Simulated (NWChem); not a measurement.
Species: C2H6OSi; SMILES O=CC[SiH3]

```xyz
10

O     -0.4665     2.1116    -0.2183
C      0.1600     1.2862     0.3912
C      0.8021     0.0805    -0.2172
Si    -0.2492    -1.4904     0.0030
H      0.2802     1.3675     1.5049
H      1.7740    -0.1193     0.2645
H      0.9469     0.2448    -1.2967
H     -1.5448    -1.3444    -0.7205
H     -0.5173    -1.7221     1.4545
H      0.5083    -2.6534    -0.5463
```
Atoms are numbered in this order, from 1.

Computed with NWChem. Medium grid unless said otherwise, to which SCAN and Minnesota functionals are sensitive. Coordinates come from a PBE0/def2-SVP optimisation. Hybrids' shares of exact exchange are those that their runs print; pure functionals count as 0. The functionals differ in more than this share.

```csv
row,share of exact exchange,orbital gap (eV)
PBE/def2-SVP,0.00,3.91
BLYP/def2-SVP,0.00,3.97
B3LYP/def2-SVP,0.20,6.20
PBE0/def2-SVP,0.25,withheld
M06-2X/def2-SVP,0.54,9.37
```

Problem. Fit a straight line of the last column on the one before it, predict the withheld value, and compare with the run.

Solution. 
1. Means of the 4 shown rows: x = 0.185, y = 5.863. Slope Σ(x − x̄)(y − ȳ)/Σ(x − x̄)² = 1.962/0.1947 = 10.07; intercept 4.000.
2. The shown rows scatter about the line by 0.110 (root mean square); the largest residual is +0.19, at B3LYP/def2-SVP.
3. At x = 0.25 (PBE0/def2-SVP; inside the shown range) the line gives 6.52.
4. The run gives 6.70, +0.18 from the line, 1.6 times the scatter.
